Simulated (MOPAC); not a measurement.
MOPAC input (AM1):

```
AM1 1SCF CHARGE=-1 GEO-OK AUX(PRECISION=9) THREADS=1
ClMg

Mg   -0.00000000 1   -0.00000000 1   -1.30205059 1
Cl    0.00000000 1    0.00000000 1    0.91909453 1
```

Output:

```
 *******************************************************************************
 **                                                                           **
 **                              MOPAC v23.2.5                                **
 **                                                                           **
 *******************************************************************************
 ** MOPAC's Digital Object Identifier: https://doi.org/10.5281/zenodo.6511958 **
 **                                                                           **
 ** Please cite the open-source release paper for use of this MOPAC version:  **
 ** J. E. Moussa and J. J. P. Stewart (2026)                                  **
 ** MOPAC: An open-source semiempirical molecular orbital program             **
 ** J. Open Source Softw., 11(119), 8025, https://doi.org/10.21105/joss.08025 **
 *******************************************************************************

                              AM1 CALCULATION RESULTS

 *******************************************************************************
 *  AM1        - The AM1 Hamiltonian to be used
 *  GEO-OK     - OVERRIDE INTERATOMIC DISTANCE AND OTHER SAFETY CHECKS
 *
 *
 *
 *                 CHARGE ON SYSTEM = -1
 *
 *
 *
 *  1SCF       - DO 1 SCF AND THEN STOP
 *  AUX        - OUTPUT AUXILIARY INFORMATION
 *******************************************************************************
AM1 1SCF CHARGE=-1 GEO-OK AUX(PRECISION=9) THREADS=1
 ClMg

   ATOM   CHEMICAL          X               Y               Z
  NUMBER   SYMBOL      (ANGSTROMS)     (ANGSTROMS)     (ANGSTROMS)

     1      Mg         -0.00000000  *  -0.00000000  *  -1.30205059  *
     2      Cl          0.00000000  *   0.00000000  *   0.91909453  *

          CARTESIAN COORDINATES

    NO.       ATOM           X           Y           Z

     1        Mg         -0.0000     -0.0000     -1.3021
     2        Cl          0.0000      0.0000      0.9191

 Mg: (AM1): J. J. P. STEWART, J. MOL. MOD., 10, 155-164 (2004)
 Cl: (AM1): M.J.S. DEWAR AND E. G. ZOEBISCH, THEOCHEM, 180, 1 (1988).

           Empirical Formula: Mg Cl  =     2 atoms

      MOLECULAR POINT GROUP   :   C*v

      RHF CALCULATION, NO. OF DOUBLY OCCUPIED LEVELS = 5

 -------------------------------------------------------------------------------
 AM1 1SCF CHARGE=-1 GEO-OK AUX(PRECISION=9) THREADS=1
 ClMg

     1SCF WAS SPECIFIED, SO BFGS WAS NOT USED
     SCF FIELD WAS ACHIEVED

                              AM1 CALCULATION
                                                       MOPAC v23.2.5 Linux

          FINAL HEAT OF FORMATION =        -57.77391 KCAL/MOL =    -241.72604 KJ/MOL

          COSMO AREA              =         79.75 SQUARE ANGSTROMS
          COSMO VOLUME            =         62.06 CUBIC ANGSTROMS

          IONIZATION POTENTIAL    =          1.832079 EV
          HOMO LUMO ENERGIES (EV) =         -1.832  8.381
          NO. OF FILLED LEVELS    =          5
          MOLECULAR WEIGHT        =         59.7580         POINT GROUP:  C*v

          MOLECULAR DIMENSIONS (Angstroms)

            Atom       Atom       Distance
           Cl     2   Mg     1     2.22115
           Cl     2   Mg     1     0.00000
           Mg     1   Cl     2     0.00000

          SCF CALCULATIONS        =          1

   ATOM   CHEMICAL          X               Y               Z
  NUMBER   SYMBOL      (ANGSTROMS)     (ANGSTROMS)     (ANGSTROMS)

     1      Mg         -0.00000000  *  -0.00000000  *  -1.30205059  *
     2      Cl          0.00000000  *   0.00000000  *   0.91909453  *

                             CARTESIAN COORDINATES

   1   Mg       -0.000000000    -0.000000000    -1.302050590
   2   Cl        0.000000000     0.000000000     0.919094530

           Empirical Formula: Mg Cl  =     2 atoms

      MOLECULAR POINT GROUP   :   C*v

                  EIGENVALUES
 -29.07439  -6.99241  -5.81353  -5.81353  -1.83208   8.38106   8.38106   9.11135

              NET ATOMIC CHARGES AND DIPOLE CONTRIBUTIONS

  ATOM NO.   TYPE          CHARGE      No. of ELECS.   s-Pop       p-Pop
    1         Mg          -0.389062        2.3891     1.91996     0.46910
    2         Cl          -0.610938        7.6109     1.97265     5.63829
 DIPOLE           X         Y         Z       TOTAL
 POINT-CHG.     0.000     0.000    -0.188     0.188
 HYBRID        -0.000    -0.000     3.098     3.098
 SUM           -0.000    -0.000     2.909     2.909

          ATOMIC ORBITAL ELECTRON POPULATIONS

     Atom    s        px        py        pz
    1 Mg   1.91996   0.05447   0.05447   0.36015
    2 Cl   1.97265   1.94553   1.94553   1.74723

 **********************
 *                    *
 * JOB ENDED NORMALLY *
 *                    *
 **********************

 == MOPAC DONE ==
```

The dipole moment of an ion depends on the origin.
